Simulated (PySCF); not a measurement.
C₄H₅NS, SMILES Cc1cscn1.

The structure is a stationary point at PBE-D3(BJ)/def2-SVP.

Computed with TDA-B3LYP/def2-SVPD (PySCF).

Vertical excitations. The molecule is in vacuum. State labels are in the subgroup Cs.

Computed UV-visible absorptions:
```json
[
 {"state": "S1", "symmetry": "A\"", "energy (eV)": "5.30", "λ (nm)": "234", "f": "0.000", "main pairs": "HOMO−1→LUMO 99 %"},
 {"state": "S2", "symmetry": "A'", "energy (eV)": "5.52", "λ (nm)": "225", "f": "0.076", "main pairs": "HOMO→LUMO 81 %"},
 {"state": "S3", "symmetry": "A\"", "energy (eV)": "5.63", "λ (nm)": "220", "f": "0.001", "main pairs": "HOMO→LUMO+1 98 %"},
 {"state": "S4", "symmetry": "A'", "energy (eV)": "6.36", "λ (nm)": "195", "f": "0.045", "main pairs": "HOMO−2→LUMO 67 %, HOMO−1→LUMO+1 10 %"},
 {"state": "S5", "symmetry": "A\"", "energy (eV)": "6.46", "λ (nm)": "192", "f": "0.004", "main pairs": "HOMO→LUMO+2 97 %"},
 {"state": "S6", "symmetry": "A\"", "energy (eV)": "6.67", "λ (nm)": "186", "f": "0.002", "main pairs": "HOMO−2→LUMO+1 94 %"},
 {"state": "S7", "symmetry": "A\"", "energy (eV)": "6.74", "λ (nm)": "184", "f": "0.002", "main pairs": "HOMO→LUMO+4 96 %"},
 {"state": "S8", "symmetry": "A'", "energy (eV)": "6.76", "λ (nm)": "183", "f": "0.020", "main pairs": "HOMO−1→LUMO+1 68 %, HOMO→LUMO+3 26 %"},
 {"state": "S9", "symmetry": "A\"", "energy (eV)": "7.04", "λ (nm)": "176", "f": "0.004", "main pairs": "HOMO−1→LUMO+3 98 %"},
 {"state": "S10", "symmetry": "A\"", "energy (eV)": "7.27", "λ (nm)": "170", "f": "0.015", "main pairs": "HOMO→LUMO+5 97 %"},
 {"state": "T1", "symmetry": "A'", "energy (eV)": "3.63", "λ (nm)": "341", "f": "0", "main pairs": "HOMO→LUMO 94 %"},
 {"state": "T2", "symmetry": "A\"", "energy (eV)": "4.78", "λ (nm)": "260", "f": "0", "main pairs": "HOMO−1→LUMO 93 %"},
 {"state": "T3", "symmetry": "A'", "energy (eV)": "4.86", "λ (nm)": "255", "f": "0", "main pairs": "HOMO−2→LUMO 94 %"},
 {"state": "T4", "symmetry": "A\"", "energy (eV)": "5.35", "λ (nm)": "232", "f": "0", "main pairs": "HOMO→LUMO+1 94 %"}
]
```
Triplets are in the Tamm–Dancoff approximation.
